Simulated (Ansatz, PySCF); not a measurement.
Noncovalent pair: CH3Cl (SMILES CCl) (first 5 atoms) with CH2O (SMILES C=O); geometry from B3LYP-D3(BJ)/def2-TZVP.
(charge 0, multiplicity 1):
```xyz
9

C      0.980     0.485    -0.202
Cl     1.166    -1.250     0.234
H      0.167     0.564    -0.917
H      0.755     1.036     0.707
H      1.914     0.821    -0.640
C      0.586    -0.395     3.232
O      0.434     0.785     3.064
H     -0.257    -1.108     3.179
H      1.575    -0.834     3.454
```

Interaction energies are E(AB) − E(A) − E(B) at the monomers' geometry in the complex; basis-set methods are counterpoise corrected. Rows marked so take none.

Rows in 6-311+G**, 6-31G* carry no dispersion term and start afresh at each structure (6-31G* with six Cartesian d functions).

Programs: Ansatz (Gaussian basis) for Hartree–Fock, density functionals and correlated methods; PySCF for 6-311+G** rows, 6-31G* rows, the dispersion terms. Each number belongs to the level named beside it.

One of these levels gives -2.41 kcal/mol for the interaction energy. Which?
A) B3LYP/6-311+G** (no counterpoise)
B) B3LYP/6-31G* (no counterpoise)
C) B3LYP/6-31G*
D) revPBE-D3(BJ)/def2-TZVPPD

B, B3LYP/6-31G* (no counterpoise). The others give -3.16 (revPBE-D3(BJ)/def2-TZVPPD), -1.39 (B3LYP/6-31G*), -1.86 (B3LYP/6-311+G** (no counterpoise))

Ansatz is an electronic-structure program.
